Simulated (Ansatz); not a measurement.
Saddle point of BHBrCl$_{2}$F, closed shell (BCl₂F ([F][B]([Cl])[Cl]) + HBr → BBrCl₂ ([Cl][B]([Cl])[Br]) + HF; bonds formed: B1–Br6, F2–H5; bonds broken: B1–F2, H5–Br6), PBE0-D4/def2-TZVP structure:

| atom | x (Å) | y (Å) | z (Å) |
| --- | --- | --- | --- |
| B1 | -0.1487 | 0.2971 | -0.3328 |
| F2 | 1.2574 | -0.2219 | 0.0007 |
| Cl3 | -0.6934 | -0.3303 | -1.8789 |
| Cl4 | -0.2814 | 2.0100 | 0.0261 |
| H5 | 0.7477 | -0.8146 | 0.8390 |
| Br6 | -0.8815 | -0.9403 | 1.3458 |

Energies are electronic, without zero-point energy. Barriers and step energies count from the start structure reached by relaxing down the imaginary mode; all methods use the PBE0-D4 structures, on which another method's saddle can fall below an end. Computed with Ansatz 0.2.0 (basis: def2-TZVPP, with def2-QZVPP for the basis limit); correlated methods freeze the cores. Filled d shells of the heavier atoms are correlated. The def2 sets are not built for correlating such inner shells, so the correlated values are less sure here. B3LYP uses VWN-RPA correlation. Extrapolation: Hartree–Fock as exp(−7.88 √X), correlation as X^−2.97.

| method | barrier (kcal/mol) | step energy (kcal/mol) |
| --- | --- | --- |
| SPW92 | ? | 14.83 |
| PBE-D4 | ? | 14.06 |
| BLYP-D4 | 32.10 | 16.49 |
| r2SCAN-D4 | 29.55 | 16.53 |
| B97M-V | 35.82 | 18.43 |
| PBE0-D4 | 29.78 | 14.95 |
| B3LYP-D4 | 34.53 | 17.21 |
| r2SCAN0-D4 | 31.82 | 16.64 |
| BHLYP-D4 | 38.91 | 18.46 |
| CAM-B3LYP-D4 | 35.16 | 18.93 |
| wB97X-V | 33.65 | 17.19 |
| wB97M-V | 32.62 | 16.98 |
| B2PLYP | 34.98 | 16.84 |
| PBE-QIDH | 31.73 | 15.00 |
| RPA on PBE | ? | 16.53 |
| HF | 52.96 | 22.22 |
| MP2 | 31.17 | 13.69 |
| CCSD | 38.05 | 17.18 |
| CCSD(T) | 34.81 | 16.12 |

(1) Fill in the withheld barriers. (An estimate is asked for; the value comes from the calculation.)

No T1 diagnostic of these runs exceeds 0.010.

## Answers

(1) By the calculation: SPW92 17.51; RPA on PBE 34.73; PBE-D4 26.15 kcal/mol. Each is the energy of the saddle less that of the start structure, by the same method.

For comparison, the barrier by CCSD(T) at an estimated basis limit (MP2 extrapolated from triple and quadruple zeta, plus CCSD(T) − MP2 in triple zeta) is 33.57 kcal/mol.

Labels in which every atom is bracketed show which atoms are joined, not bond orders.

For scale, one of the runs: CCSD(T)/def2-TZVPP, 208 basis functions, launched by `ansatz run in.yaml --threads 4 --pin off --events-out ev --progress --plain --max-ram 9574MiB`. Hardware: 4 CPU threads of an Arm Neoverse V1, shared host. Wall time 2.1 min; peak host memory 2.8 GiB.
